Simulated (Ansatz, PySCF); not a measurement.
This Ansatz (an electronic-structure program) input computes a SVWN5/def2-TZVPD energy:

Ansatz 0.2 input:
```yaml
crystal:
  periodic: [false, false, false]
  atoms:
    - {symbol: Tl, position_ang: [-0.00000000, -0.00000000, -1.24610888]}
    - {symbol: I, position_ang: [0.00000000, 0.00000000, 1.90443055]}
basis:
  gaussian:
    orbitals: def2-TZVPD
hamiltonian:
  xc: {name: SVWN5}
total_charge: -1
magnetization: {spin_polarized: true, initial_magnetization: 1}
output: {forces: true}
```

Question: Write an input for the same energy in PySCF and say what it gives.

Answer: 
```python
from pyscf import gto, scf, dft

mol = gto.M(
    atom='''
    Tl   -0.00000000   -0.00000000   -1.24610888
    I     0.00000000    0.00000000    1.90443055
    ''',
    basis='def2-tzvpd',
    ecp='def2-tzvp',
    charge=-1,
    spin=1,
    symmetry='C2v',
    verbose=4,
)

mf = dft.UKS(mol, xc='svwn').density_fit(auxbasis='def2-universal-jkfit')
mf.grids.level = 3
mf.conv_tol = 1e-9
mf.max_cycle = 100
mf.max_memory = 1500
mf.kernel()
if not mf.converged:
    mf = mf.newton()
    mf.kernel(mf.make_rdm1())
mf.analyze()
```
It gives -469.69097 Eh, and Ansatz -469.69094 Eh, a difference of 0.03 mEh, from the treatment of integrals and grids.
